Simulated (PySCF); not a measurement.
# Cost of excited-state runs on `[C@@H]1(C)OC=C1OC(F)(F)F`, C5H5F3O2

Cartesian coordinates in Å; atom numbers follow the order of the lines, from 1:
```xyz
15

C    -2.186    0.193   -0.602
C    -1.170   -0.739    0.018
O    -1.158   -0.704    1.471
C     0.156   -0.271    1.433
C     0.257   -0.270    0.104
O     1.191    0.017   -0.884
C     2.354    0.462   -0.443
F     3.154    0.700   -1.472
F     2.261    1.603    0.261
F     2.990   -0.402    0.365
H    -3.189   -0.162   -0.383
H    -2.039    0.220   -1.678
H    -2.068    1.195   -0.198
H    -1.293   -1.768   -0.325
H     0.736   -0.068    2.310
```

PySCF with density fitting, on 1 thread of an Arm Neoverse V1, shared host. Command: `OMP_NUM_THREADS=1 python excited_run.py task.json out`

Problem. How long does each of these runs take, and how much memory?
- magnetisability and related constants, LC-wPBE/3-21G; usual settings
- magnetisability and related constants, PBE0/pcSseg-1; usual settings

Solution. 
| run | level | basis functions | wall time | peak memory (GiB) |
| --- | --- | --- | --- | --- |
| magnetisability and related constants | LC-wPBE/3-21G | 100 | 22 s | 0.59 |
| magnetisability and related constants | PBE0/pcSseg-1 | 195 | 39 s | 0.84 |

Times from a shared host are rough.
